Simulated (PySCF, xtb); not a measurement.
Si(Cl)2(OMe)(SH) (CH4Cl2OSSi), SMILES CO[Si](S)(Cl)Cl. One conformer was computed; it need not be the lowest.

Harmonic wavenumbers (cm⁻¹) from GFN2-xTB (xtb 6.7.1) at its own minimum, in rising order: 52, 98, 104, 122, 139, 157, 178, 231, 293, 399, 519, 563, 717, 790, 1126, 1128, 1155, 1409, 1467, 1470, 2475, 2979, 2986, 3015.

**Question.** What does B3LYP-D3(BJ)/def2-SVP (PySCF) give at its own minimum? (An estimate is asked for; the answer gives what the named calculation found.)

**Answer.** 66, 88, 110, 141, 160, 191, 209, 272, 319, 426, 580, 620, 742, 825, 1146, 1177, 1206, 1473, 1475, 1477, 2678, 3014, 3094, 3133. Paired by order, the mean absolute difference is 45 cm⁻¹ and the zero-point energies are 33.7 and 35.2 kcal/mol.
